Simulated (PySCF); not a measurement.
Isomers of C5H10N2, from PBE0-D3(BJ)/def2-SVP geometry optimisation, gas phase in PySCF. One conformer each, no zero-point energy, no frequencies.

Question: Which is lowest in electronic energy at this level?
A. `[CH2:1]=[N:2]/[N:3]=[C:4](\[CH3:5])[CH2:6][CH3:7]` with C1–N2–N3–C4 -116°, N3–C4–C6–C7 109°: A = 6268, B = 1447, C = 1299 MHz, dipole 1.94 D
B. `[CH3:1][C:2]1=[N:3][NH:4][CH2:5][C@H:6]1[CH3:7]` with C2–N3–N4–C5 -20°, N3–N4–C5–C6 29°, N4–C5–C6–C7 -151°, C1–C2–C6–C5 -168°: A = 3439, B = 3050, C = 1730 MHz, dipole 2.14 D
C. `[CH3:1][CH2:2][N:3]1[CH2:4][CH2:5][CH:6]=[N:7]1` with C1–C2–N3–C4 -68°, C2–N3–C4–C5 163°, N3–C4–C5–C6 -22°, C4–C5–C6–N7 15°, C2–N3–N7–C6 -156°: A = 5620, B = 2026, C = 1786 MHz, dipole 1.95 D

Answer: B. That is `CC1=NNC[C@H]1C`, 7.4 kcal/mol below the next.

```csv
SMILES,mapped SMILES,E (Eh),relative (kcal/mol),relative (kJ/mol),dipole (D)
CC1=NNC[C@H]1C,[CH3:1][C:2]1=[N:3][NH:4][CH2:5][C@H:6]1[CH3:7],-305.45548,0.0,0.0,2.14
CCN1CCC=N1,[CH3:1][CH2:2][N:3]1[CH2:4][CH2:5][CH:6]=[N:7]1,-305.44362,7.4,31.1,1.95
C=N/N=C(\C)CC,[CH2:1]=[N:2]/[N:3]=[C:4](\[CH3:5])[CH2:6][CH3:7],-305.42489,19.2,80.3,1.94
```

As drawn, the lowest has an N–H bond, which the highest lacks.
